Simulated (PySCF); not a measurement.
FIn, SMILES [F][In] (connectivity only; charge and spin as stated), charge +1, multiplicity 2. Atoms are numbered in the order given.

```xyz
2

In     0.0000     0.0000    -0.3005
F      0.0000     0.0000     1.6360
```
Charge +1, spin multiplicity 2.

Geometry optimised at B3LYP-D3(BJ)/def2-TZVP. The multiplicity is an assumed one; other spin states were not compared. The def2 effective core potentials stand for the cores of In; spin–orbit coupling is left out.

These are PBE/def2-TZVPD (PySCF) values and carry that method's errors.

The molecule is in vacuum.

Computed frontier levels, dipole moment and polarisability:
| Property | Value |
|---|---|
| α spin, highest occupied and lowest empty level | -14.57 and -8.95 eV |
| β spin, highest occupied and lowest empty level | -15.33 and -13.47 eV |
| dipole moment about the centre of nuclear charge | 3.49 D |
| mean static polarisability | 26.8 bohr³ (3.97 Å³) |
| polarisability, principal values | 22.8, 22.8, 34.7 bohr³ |
| ⟨S²⟩ | 0.752 (pure state 0.75) |
